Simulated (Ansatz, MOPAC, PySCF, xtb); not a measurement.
Isomers of CH4Si: 1 is [SiH2]=C, 2 is C[SiH]; one conformer of each (the lowest of an xTB search), B3LYP-D3(BJ)/def2-TZVP minima.
Isomer 1 (charge 0, multiplicity 1, Z-matrix in Å and degrees):
```
Si
C 1 1.7009
H 2 1.0823 1 122.25
H 2 1.0823 3 115.51 1 180.00
H 1 1.4730 2 122.63 3 -180.00
H 1 1.4730 5 114.74 2 180.00
```
Isomer 2 (charge 0, multiplicity 1):
```xyz
6

C     -0.52342    -0.01103     0.08841
Si     1.25161    -0.02817     0.76974
H     -0.68338     0.89629    -0.50688
H     -1.28830    -0.06361     0.86307
H     -0.66346    -0.84838    -0.60606
H      1.90695     0.05491    -0.60829
```

No zero-point or thermal terms.

The state that PM6 reach isn't checked.

The values were computed with Ansatz (a first-principles code); MOPAC for PM6 (differences of heats of formation); PySCF for the dispersion terms; xtb for the GFN methods. Each number belongs to the level named beside it.

Problem. One of these levels gives 16.3 kJ/mol for the electronic energy of isomer 2 less that of isomer 1. Which one is it?
(A) wB97X-V/def2-TZVPP
(B) GFN1-xTB
(C) PM6
(D) revPBE-D3(BJ)/def2-TZVPP

Solution. C, PM6. The others give 41.6 (GFN1-xTB), 12.4 (revPBE-D3(BJ)/def2-TZVPP), 4.7 (wB97X-V/def2-TZVPP)
